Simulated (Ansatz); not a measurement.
`CB(O)[SiH2][AlH2]` + `O[SiH2]N[SiH3]` → `O[SiH2][NH][AlH2]` + `CB(O)[SiH2][SiH3]`  (redistribution)

Computed with Ansatz on PBE0-D4/def2-TZVP structures; ΔE is electronic, products minus reactants. CCSD(T)/CBS is the MP2 limit (def2-TZVPP, def2-QZVPP) plus CCSD(T) − MP2 in def2-TZVPP, frozen cores. One conformer a species, not always the lowest.

`CB(O)[SiH2][AlH2]`:

Cartesian coordinates in Å:
```
C 1.055 -1.180 1.269
B -0.188 -0.257 1.042
O -0.654 0.447 2.108
Si -1.064 -0.064 -0.792
Al 0.292 1.437 -2.172
H 1.819 -1.040 0.498
H 0.745 -2.229 1.185
H 1.510 -1.038 2.252
H -1.439 0.968 1.922
H -2.454 0.476 -0.650
H -1.161 -1.396 -1.461
H -0.061 2.982 -2.303
H 1.599 0.893 -2.898
```

`O[SiH2]N[SiH3]`:

Cartesian coordinates in Å:
```
O -1.534 1.822 -0.778
Si -0.754 0.406 -1.087
N -0.375 -0.506 0.320
Si 1.170 -0.836 1.019
H -1.080 2.469 -0.236
H -1.714 -0.324 -1.945
H 0.545 0.641 -1.767
H -1.167 -0.910 0.803
H 1.560 -2.267 0.894
H 2.168 0.003 0.309
H 1.180 -0.500 2.469
```

`O[SiH2][NH][AlH2]`:

```xyz
10

O    -0.013   -2.036    0.883
Si   -0.233   -0.405    0.997
N    -0.481    0.250   -0.564
Al    0.613    1.275   -1.533
H    -0.232   -2.561    1.654
H     0.973    0.264    1.549
H    -1.397   -0.165    1.897
H    -1.346   -0.032   -1.008
H     1.994    1.707   -0.899
H     0.121    1.702   -2.976
```

`CB(O)[SiH2][SiH3]`:

Z-matrix (Å, degrees):
```
C
B 1 1.563
H 1 1.093 2 112.7
H 1 1.096 2 110.5 3 -121.6
H 1 1.096 2 110.7 3 122.0
O 2 1.358 1 117.9 3 1.3
Si 2 2.042 1 121.6 3 179.6
H 6 0.961 2 114.2 1 -179.6
Si 7 2.341 2 110.2 1 -69.0
H 7 1.497 2 111.4 1 171.1
H 7 1.492 2 111.7 1 50.7
H 9 1.489 7 110.2 2 -60.1
H 9 1.488 7 112.0 2 179.3
H 9 1.489 7 109.9 2 58.8
```

| species | CCSD/def2-TZVPP energy (Eh) |
| --- | --- |
| `CB(O)[SiH2][AlH2]` | -673.81457 |
| `O[SiH2]N[SiH3]` | -712.19369 |
| `O[SiH2][NH][AlH2]` | -664.54277 |
| `CB(O)[SiH2][SiH3]` | -721.48369 |

(1) Work out ΔE.

Largest T1 diagnostic among the species: 0.014.

Answers

(1) ΔE = (-664.54277) + (-721.48369) − (-673.81457) − (-712.19369) = -0.01820 Eh = -47.8 kJ/mol. CCSD(T)/CBS gives -48.3 kJ/mol.

In def2-TZVPP, CCSD(T) changes the Hartree–Fock value by −6.2 kJ/mol (the triples alone add −0.9 kJ/mol) and MP2 by −7.9 kJ/mol.
